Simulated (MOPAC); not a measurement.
MOPAC input (PM6):

```
PM6 FORCE THERMO(298,298) PRECISE LET GEO-OK AUX(PRECISION=9) THREADS=1
HBeBrS

Be   -0.41656730 1    0.39693335 1    0.12418261 1
Br    0.95829440 1   -0.85575976 1   -0.32023401 1
S    -1.82520322 1    1.70054285 1    0.56738261 1
H    -2.49454709 1    1.04212105 1    1.54772431 1
```

Output:

```
 *******************************************************************************
 **                                                                           **
 **                              MOPAC v23.2.5                                **
 **                                                                           **
 *******************************************************************************
 ** MOPAC's Digital Object Identifier: https://doi.org/10.5281/zenodo.6511958 **
 **                                                                           **
 ** Please cite the open-source release paper for use of this MOPAC version:  **
 ** J. E. Moussa and J. J. P. Stewart (2026)                                  **
 ** MOPAC: An open-source semiempirical molecular orbital program             **
 ** J. Open Source Softw., 11(119), 8025, https://doi.org/10.21105/joss.08025 **
 *******************************************************************************

                              PM6 CALCULATION RESULTS

 *******************************************************************************
 *  PM6        - The PM6 Hamiltonian to be used
 *  GEO-OK     - OVERRIDE INTERATOMIC DISTANCE AND OTHER SAFETY CHECKS
 *  LET        - OVERRIDE SOME SAFETY CHECKS
 *  PRECISE    - TIGHTER CRITERIA TO BE USED
 *  FORCE      - FORCE CALCULATION SPECIFIED
 *  AUX        - OUTPUT AUXILIARY INFORMATION
 *  THERMO     - THERMODYNAMIC QUANTITIES TO BE CALCULATED
 *******************************************************************************
PM6 FORCE THERMO(298,298) PRECISE LET GEO-OK AUX(PRECISION=9) THREADS=1
 HBeBrS

   ATOM   CHEMICAL          X               Y               Z
  NUMBER   SYMBOL      (ANGSTROMS)     (ANGSTROMS)     (ANGSTROMS)

     1      Be         -0.41656730  *   0.39693335  *   0.12418261  *
     2      Br          0.95829440  *  -0.85575976  *  -0.32023401  *
     3       S         -1.82520322  *   1.70054285  *   0.56738261  *
     4       H         -2.49454709  *   1.04212105  *   1.54772431  *

          CARTESIAN COORDINATES

    NO.       ATOM           X           Y           Z

     1        Be         -0.4166      0.3969      0.1242
     2        Br          0.9583     -0.8558     -0.3202
     3         S         -1.8252      1.7005      0.5674
     4         H         -2.4945      1.0421      1.5477

 General Reference for PM6:
 "Optimization of Parameters for Semiempirical Methods V: Modification of NDDO Approximations
 and Application to 70 Elements", J. J. P. Stewart, J. Mol. Mod., 13, 1173-1213 (2007)
 URL: https://link.springer.com/article/10.1007/s00894-007-0233-4

           Empirical Formula: H Be Br S  =     4 atoms

      MOLECULAR POINT GROUP   :   Cs

      RHF CALCULATION, NO. OF DOUBLY OCCUPIED LEVELS = 8

          HEAT OF FORMATION =     -30.921835 KCALS/MOLE

          CARTESIAN COORDINATE DERIVATIVES

   NUMBER  ATOM         X            Y            Z

     1      Be     -0.008160     0.009329     0.000002
     2      Br     -0.012092    -0.000196    -0.000001
     3       S      0.029289    -0.028684    -0.000001
     4       H     -0.009037     0.019551     0.000000

 DIPOLE           X         Y         Z       TOTAL
 POINT-CHG.     1.071    -1.409    -0.000     1.770
 HYBRID        -0.434     0.301     0.000     0.528
 SUM            0.637    -1.108    -0.000     1.278

          GRADIENT NORM =   0.04944

          MOLECULAR WEIGHT =  121.98

          ROTATIONAL CONSTANTS IN CM(-1)

          A =    9.78934710   B =    0.04694588   C =    0.04672182

           PRINCIPAL MOMENTS OF INERTIA IN UNITS OF 10**(-40)*GRAM-CM**2

          A =        2.8595   B =      596.2771   C =      599.1366

          ORIENTATION OF MOLECULE IN FORCE CALCULATION

    NO.       ATOM         X         Y         Z

     1         Be      -0.7164    0.0053    0.0000
     2         Br       1.1959    0.0053    0.0000
     3          S      -2.6861    0.0264    0.0000
     4          H      -2.9638   -1.3023   -0.0000

    FIRST DERIVATIVES WILL BE USED IN THE CALCULATION OF SECOND DERIVATIVES

    FOR POINT-GROUP Cs   THERE ARE   2 UNIQUE SYMMETRY FUNCTIONS.

(To convert to Hartree/Bohr^2, multiply by (10^(-21) x N x a0^2)/(4.184 x 627.51) =  0.0642)

           FORCE MATRIX IN MILLIDYNES/ANGSTROM

                 Be  1      Br  2       S  3       H  4
 ------------------------------------------------------
    Be    1   4.092022
    Br    2   1.704101   1.916594
     S    3   2.338380   0.207784   5.046594
     H    4   0.217763   0.026507   4.064065   4.128040

          HEAT OF FORMATION =     -30.921835 KCALS/MOLE

          ZERO POINT ENERGY       7.016 KCAL/MOL

           NORMAL COORDINATE ANALYSIS (Total motion = 1 Angstrom)

   Root No.       1         2         3         4         5         6

                 1 A'      1 A"      2 A'      3 A'      4 A'      5 A'

                 171.6     188.5     291.2     656.0     925.9    2674.7

           1   -0.0007   -0.0000    0.1550   -0.0134    0.8075   -0.0027
           2    0.4601   -0.0000   -0.0154   -0.0861   -0.0067   -0.0009
           3    0.0000    0.7916   -0.0000   -0.0000   -0.0000   -0.0000
           4   -0.0020    0.0000   -0.1637    0.0003   -0.0350    0.0000
           5   -0.0283    0.0000    0.0003    0.0011    0.0002   -0.0000
           6   -0.0000   -0.0453   -0.0000    0.0000    0.0000   -0.0000
           7   -0.0084    0.0000    0.3542   -0.0240   -0.1392   -0.0060
           8   -0.0541    0.0000    0.0035    0.0270    0.0016   -0.0294
           9   -0.0000   -0.1078    0.0000    0.0000    0.0000   -0.0000
          10    0.4318    0.0000    0.3263    0.8582   -0.0181    0.2137
          11   -0.1490    0.0000    0.0052   -0.1737   -0.0020    0.9433
          12   -0.0000   -0.0553    0.0000   -0.0000   -0.0000    0.0000

           MASS-WEIGHTED COORDINATE ANALYSIS (NORMAL COORDINATES)

   Root No.       1         2         3         4         5         6

                 1 A'      1 A"      2 A'      3 A'      4 A'      5 A'

                 171.6     188.5     291.2     656.0     925.9    2674.7

           1   -0.0013   -0.0000    0.1827   -0.0429    0.9438   -0.0082
           2    0.9150   -0.0000   -0.0181   -0.2750   -0.0078   -0.0029
           3    0.0000    0.9554   -0.0000   -0.0000   -0.0000   -0.0000
           4   -0.0118    0.0000   -0.5744    0.0032   -0.1218    0.0001
           5   -0.1677    0.0000    0.0010    0.0102    0.0005   -0.0001
           6   -0.0000   -0.1630   -0.0000    0.0000    0.0000   -0.0000
           7   -0.0317    0.0000    0.7872   -0.1449   -0.3069   -0.0345
           8   -0.2028    0.0000    0.0077    0.1626    0.0034   -0.1686
           9   -0.0000   -0.2453    0.0000    0.0000    0.0000   -0.0000
          10    0.2872    0.0000    0.1286    0.9168   -0.0071    0.2176
          11   -0.0991    0.0000    0.0020   -0.1855   -0.0008    0.9607
          12   -0.0000   -0.0223    0.0000   -0.0000   -0.0000    0.0000

          DESCRIPTION OF VIBRATIONS

 VIBRATION          1    1A'         ATOM PAIR     ENERGY CONTRIBUTION    RADIAL
 FREQUENCY           171.56         Be1 -- S 3         +45.2% (147.8%)      0.0%
 TRANSITION DIPOLE   1.3386         Be1 -- Br2         +35.0% (130.0%)      0.0%
 TRAVEL (Ang.)       0.2469         S 3 -- H 4         +19.8% ( 97.9%)     24.7%
 REDUCED MASS        6.4474
 EFFECTIVE MASS     21.9879
 FORCE CONSTANT      0.1118

 VIBRATION          2    1A"         ATOM PAIR     ENERGY CONTRIBUTION    RADIAL
 FREQUENCY           188.50         Be1 -- S 3         +51.6% ( 97.3%)      0.0%
 TRANSITION DIPOLE   1.8987         Be1 -- Br2         +48.2% ( 93.9%)      0.0%
 TRAVEL (Ang.)       0.2158         S 3 -- H 4          +0.2% (  6.1%)      0.0%
 REDUCED MASS        7.6810
 EFFECTIVE MASS     11.0106
 FORCE CONSTANT      0.1608

 VIBRATION          3    2A'         ATOM PAIR     ENERGY CONTRIBUTION    RADIAL
 FREQUENCY           291.16         S 3 -- H 4         +42.6% (100.0%)      4.5%
 TRANSITION DIPOLE   0.9124         Be1 -- Br2         +31.0% ( 85.3%)     99.9%
 TRAVEL (Ang.)       0.1050         Be1 -- S 3         +26.4% ( 78.7%)     99.7%
 REDUCED MASS       21.0262
 EFFECTIVE MASS     46.8423
 FORCE CONSTANT      1.0502

 VIBRATION          4    3A'         ATOM PAIR     ENERGY CONTRIBUTION    RADIAL
 FREQUENCY           655.98         S 3 -- H 4         +95.1% ( 92.6%)      1.2%
 TRANSITION DIPOLE   0.0927         Be1 -- S 3          +3.5% ( 17.7%)      5.6%
 TRAVEL (Ang.)       0.3384         Be1 -- Br2          +1.5% ( 11.6%)      2.5%
 REDUCED MASS        0.8979
 EFFECTIVE MASS      2.2015
 FORCE CONSTANT      0.2276

 VIBRATION          5    4A'         ATOM PAIR     ENERGY CONTRIBUTION    RADIAL
 FREQUENCY           925.89         Be1 -- S 3         +53.5% ( 98.5%)    100.0%
 TRANSITION DIPOLE   6.6837         Be1 -- Br2         +45.6% ( 91.0%)    100.0%
 TRAVEL (Ang.)       0.0988         S 3 -- H 4          +0.9% ( 12.6%)      3.6%
 REDUCED MASS        7.4552
 EFFECTIVE MASS     11.1813
 FORCE CONSTANT      3.7656

 VIBRATION          6    5A'         ATOM PAIR     ENERGY CONTRIBUTION    RADIAL
 FREQUENCY          2674.74         S 3 -- H 4         +99.9% (100.0%)    100.0%
 TRANSITION DIPOLE   0.9883
 TRAVEL (Ang.)       0.1606
 REDUCED MASS        0.9771
 EFFECTIVE MASS      1.3053
 FORCE CONSTANT      4.1184

      SYMMETRY NUMBER FOR POINT-GROUP Cs  =  1

          SYSTEM IS A GROUND STATE

 HBeBrS

          MOLECULE IS NOT LINEAR

          THERE ARE  6 GENUINE VIBRATIONS IN THIS SYSTEM
          THIS THERMODYNAMICS CALCULATION IS LIMITED TO
          MOLECULES WHICH HAVE NO INTERNAL ROTATIONS

                    CALCULATED THERMODYNAMIC PROPERTIES
                                          *
   TEMP. (K)   PARTITION FUNCTION   H.O.F.    ENTHALPY  HEAT CAPACITY ENTROPY
                                   KCAL/MOL   CAL/MOLE    CAL/K/MOL  CAL/K/MOL

 298.00  VIB.     0.4157D+01                  1126.9913     6.8038     6.6134
         ROT.     0.3606D+05                   888.2803     2.9808    23.8322
         INT.     0.1499D+06                  2015.2716     9.7846    30.4456
         TRA.     0.1303D+28                  1480.4672     4.9680    40.3081
         TOT.                      -30.922    3495.7388    14.7526    70.7537

   *: NOTE: HEATS OF FORMATION ARE RELATIVE TO THE
            ELEMENTS IN THEIR STANDARD STATE AT 298K
              (=  Standard Enthalpy of Formation).

            Hvib:  Zero-point energy is not included.
                   frequencies of less than zero cm-1 are not included.
            Hrot = (3/2)RT
            Htra = (3/2)RT + pV = (5/2)RT

            Heat capacity is Cp, not Cv

          For more information, see: HTTP://OpenMOPAC.net/Manual/thermochemistry.html

           FORCE CONSTANT IN CARTESIAN COORDINATES (Millidynes/A)

    ATOM   CHEMICAL       X               Y               Z
   NUMBER   SYMBOL  FORCE CONSTANT  FORCE CONSTANT  FORCE CONSTANT

      1      Be        4.076850        0.304364        0.172262
      2      Br        1.915861        0.041012        0.044463
      3       S        2.849822        4.079810        0.040374
      4       H        0.418300        3.930042        0.000460

 **********************
 *                    *
 * JOB ENDED NORMALLY *
 *                    *
 **********************

 == MOPAC DONE ==
```
